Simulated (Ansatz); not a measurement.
AlBrH4SeSi at its PBE0-D4/def2-TZVP geometry, where that method's forces vanish. The species carries charge 0 and has multiplicity 1. The bonds changed during the relaxation, so this is another structure than the one it started from.

```xyz
8

Al   -0.6182   -1.3456   -0.7174
Se   -1.6755    0.7368   -0.0777
Si    0.3361    1.2889    0.6566
Br    1.7548   -0.3388   -0.1771
H    -0.5540   -1.5906   -2.2765
H    -0.6996   -2.5055    0.3527
H     0.5649    1.2022    2.1164
H     0.8916    2.5526    0.1230
```

**Question.** What forces (eV/Å) does B3LYP-D4/def2-TZVPP give on these atoms in Ansatz? (An estimate is asked.)

**Answer.** The calculation gave: 
```
Al1 -0.087 -0.272 -0.116
Se2 -0.188  0.026 -0.030
Si3  0.108  0.326  0.217
Br4  0.228 -0.104 -0.051
H5  -0.009  0.004  0.115
H6   0.001  0.078 -0.086
H7  -0.015  0.020 -0.100
H8  -0.038 -0.078  0.051
```

B3LYP here is the variant with VWN-RPA as its local correlation; programs differ in this.
